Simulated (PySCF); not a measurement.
Correlation energy of Cr¹⁹⁺ (chromium, charge +19)

[He] 2s2 2p1, 2P determinant. All numbers are calculated (PySCF 2.14, no relativity, point nucleus, in an uncontracted even-tempered set (18 s from 3.4 bohr⁻², ratio 2.2; 11 p from 4.4 bohr⁻², ratio 2.2; 6 d from 20 bohr⁻², ratio 2.4; 5 f from 29 bohr⁻², ratio 2.4; 5 g from 44 bohr⁻², ratio 2.4)). Frozen: nothing; 5 electrons correlated; the 14 highest virtual orbitals of each spin left out.

MP2 pair energies summed by pair of shells (mhartree):

```tsv
pair	energy	share (%)
2s-2s	-102.28	51.2
1s-1s	-40.26	20.2
2s-2p	-34.95	17.5
1s-2s	-13.26	6.6
1s-2p	-8.91	4.5
```

Total MP2 correlation energy: -199.66 mhartree.

Same-spin part -12.09 and opposite-spin part -187.57 mhartree; SCS-MP2 scales them by 1/3 and 6/5 to -229.11 mhartree.
